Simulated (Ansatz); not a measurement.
A nudged elastic band was laid between two geometries of Cl2F4W + H2O (10 atoms, charge 0, multiplicity 1).

Computed with RKS PBE/def2-SVP in Ansatz 0.2.0.

```yaml
movable_images: 7
climbing_image: yes
spring: 5.0 eV/Å²
optimiser: quadratic models (default)
start_path: through a guess of the saddle point
force_threshold: 0.03 eV/Å
iteration_limit: 60
end_points: relaxed
```

Initial state:

```xyz
10
Properties=species:S:1:pos:R:3
W -0.362 -0.144 -0.130
Cl -0.523 -0.052 2.160
F 1.509 -0.060 -0.050
Cl -0.543 2.121 -0.369
F -2.208 -0.362 -0.295
F -0.212 -2.013 -0.030
F -0.213 -0.333 -1.990
O 2.289 2.074 1.755
H 2.769 1.479 1.149
H 2.209 1.526 2.558
```

Final state:

```xyz
10
Properties=species:S:1:pos:R:3
W 0.296 0.150 -0.420
Cl -0.217 1.159 3.899
F 1.864 0.341 -1.435
Cl -0.390 2.302 -0.872
F -1.189 -0.105 0.674
F 0.702 -1.663 -0.144
F -0.535 -0.407 -1.999
O 1.362 0.668 1.059
H 2.314 0.865 1.157
H 0.507 0.926 2.837
```

Task: Which bonds break or form, and what moves?

Result: Bonds broken: W1–Cl2, O8–H10. Bonds formed: W1–O8, Cl2–H10. Cl2F4W + H2O becomes ClF4HOW + ClH.

Task: What energy profile does the band end with?

Result: The forces met the threshold. The highest image is number 5 of 0 to 8, 0.50 eV above the first end and 0.71 eV above the last; the last end lies 0.21 eV below the first. The profile has 2 maxima (images 2, 5) with wells between them (image 4): this band takes more than one step, which may be the mechanism or a detour left from its start path. A vibrational analysis at the climbing image gives one clearly imaginary mode, 476i cm⁻¹: a first-order saddle point. The orbitals stay closed-shell, which can raise the energy where a bond breaks towards radicals; this wasn't checked here.

| image | path coordinate (Å) | energy (eV) | W1–Cl2 (Å) | O8–H10 (Å) | W1–O8 (Å) |
| --- | --- | --- | --- | --- | --- |
| 0 | 0.00 | 0.00 | 2.30 | 0.98 | 3.94 |
| 1 | 0.79 | 0.02 | 2.30 | 0.98 | 3.86 |
| 2 | 1.58 | 0.21 | 2.32 | 0.98 | 3.27 |
| 3 | 2.37 | 0.15 | 2.37 | 0.98 | 2.59 |
| 4 | 3.16 | 0.03 | 2.48 | 0.99 | 2.25 |
| 5 | 3.95 | 0.50 | 2.84 | 1.32 | 2.03 |
| 6 | 4.67 | 0.21 | 3.46 | 1.74 | 1.93 |
| 7 | 5.40 | -0.11 | 4.00 | 1.91 | 1.90 |
| 8 | 6.12 | -0.21 | 4.46 | 1.99 | 1.90 |

Task: What is the geometry of the highest image?

Result: 
```xyz
10
Properties=species:S:1:pos:R:3
W 0.189 0.244 -0.055
Cl -0.566 0.625 2.652
F 1.839 0.310 -1.001
Cl -0.352 2.450 -0.391
F -1.636 -0.149 0.131
F 0.520 -1.495 0.554
F -0.254 -0.285 -1.796
O 1.593 0.843 1.286
H 2.532 0.849 1.008
H 0.847 0.845 2.369
```

The run took 7.3 min on 4 threads of Arm Neoverse V1, on a shared host, peak memory 0.25 GiB.
